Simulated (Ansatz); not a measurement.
The cluster Nb2O2⁺. Total charge 1; doublet. Geometry relaxed at r2SCAN-D4/def2-TZVP.

```xyz
4

Nb   -0.169   -1.144    0.997
Nb   -0.874    1.220    0.280
O     0.118    1.315   -1.050
O     0.926   -1.391   -0.227
```

In the def2 sets Nb takes a core potential; there is no spin–orbit coupling. The structure comes from a short search, and lower isomers may exist.

Estimate the harmonic wavenumbers at UKS r2SCAN-D4/def2-TZVP (Ansatz, unscaled). Is this a minimum?

120, 186, 207, 267, 1061, 1077 cm⁻¹. Yes, no mode is imaginary beyond noise. Zero-point energy 17.5 kJ/mol. It took 1.7 min on 4 threads of Arm Neoverse V2 on a shared host.
